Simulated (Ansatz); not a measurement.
Geometry optimisation, RKS PBE-D4/def2-SVP (Ansatz 0.2.0).

Input:

```yaml
crystal:
  periodic: [false, false, false]
  atoms:
    - { symbol: Ga, position_ang: [-0.801, -0.3801, -0.4584] }
    - { symbol: F, position_ang: [0.1265, -0.8109, 1.405] }
    - { symbol: H, position_ang: [-0.5262, -1.5636, -1.3857] }
    - { symbol: H, position_ang: [-2.0392, 0.505, -0.2441] }
    - { symbol: H, position_ang: [0.8359, -0.0419, 0.8059] }
    - { symbol: O, position_ang: [1.0892, 0.7013, -0.1954] }
    - { symbol: H, position_ang: [1.3148, 1.5902, 0.0727] }
basis:
  gaussian: { orbitals: def2-SVP }
hamiltonian:
  xc: pbe
  dispersion: d4
relax:
  f_tol: 0.15
  max_steps: 25
  restrain:
    - { distance: [0, 5], at: 1.88, k: 30.0 }
    - { distance: [4, 1], at: 0.88, k: 30.0 }
    - { distance: [0, 1], at: 3.09, k: 30.0 }
    - { distance: [4, 5], at: 2.27, k: 30.0 }
```

Command:

```bash
$ ansatz run input.yaml --threads 2 --pin off --max-ram 3072MiB --backend cpu --events-out ev --progress --plain --runs-dir out
```

**Question.** Where does it end, and by what steps?

**Answer.** It converged. The restraints hold the end off the free minimum. After 9 steps the energy has risen by 0.249 eV (the restraints' own energy left out); H5 moved furthest, 0.80 Å. Joined: F2–H5 (1.21 → 0.92 Å).

| step | energy less start (eV) | largest force component (eV/Å) | accepted |
| --- | --- | --- | --- |
| 0 | 0.0000 | 2.841 | yes |
| 1 | 0.4321 | 1.984 | yes |
| 2 | 0.5601 | 2.025 | yes |
| 3 | 0.6337 | 2.170 | yes |
| 4 | 0.4331 | 1.662 | yes |
| 5 | 0.3266 | 1.307 | yes |
| 6 | 0.2976 | 1.388 | no |
| 7 | 0.2635 | 0.843 | yes |
| 8 | 0.2526 | 0.929 | yes |
| 9 | 0.2487 | 0.924 | yes |

```xyz
7
Properties=species:S:1:pos:R:3
Ga -0.707 -0.105 -0.807
F 0.426 -0.969 1.926
H -0.544 -1.517 -1.454
H -1.955 0.776 -0.450
H 1.042 -0.503 1.425
O 0.937 0.703 -0.484
H 0.801 1.614 -0.158
```

The run took 7.4 s on 2 threads of AMD EPYC 9R14 (Zen 4), on a shared host, peak memory 0.15 GiB.
